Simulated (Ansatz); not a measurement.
Frontier orbitals of `O=[C]1[CH2][Al]1[OH]`.

Charge 0, multiplicity 1. Geometry: relaxed with PBE0-D4/def2-TZVP. It is one conformer, not always the lowest. Basis def2-TZVPP, the Gaussian-basis code of Ansatz.

Orbital energies of one run (eV). Highest occupied ones, from the top: -5.10, -7.06, -8.61, -9.14, -9.37, -10.53, -11.31, -11.99, -13.43, -13.90, -19.83, -26.17, -27.77, -71.22. Empty: -2.06, -1.86, -0.41, 0.57, 1.29, 2.14.

(1) Which functional gave them?
A. PBE0
B. r2SCAN0
C. r2SCAN
D. CAM-B3LYP

## Answers

(1) C. HOMO energies: r2SCAN -5.10, CAM-B3LYP -7.28, r2SCAN0 -6.13, PBE0 -6.02 eV.
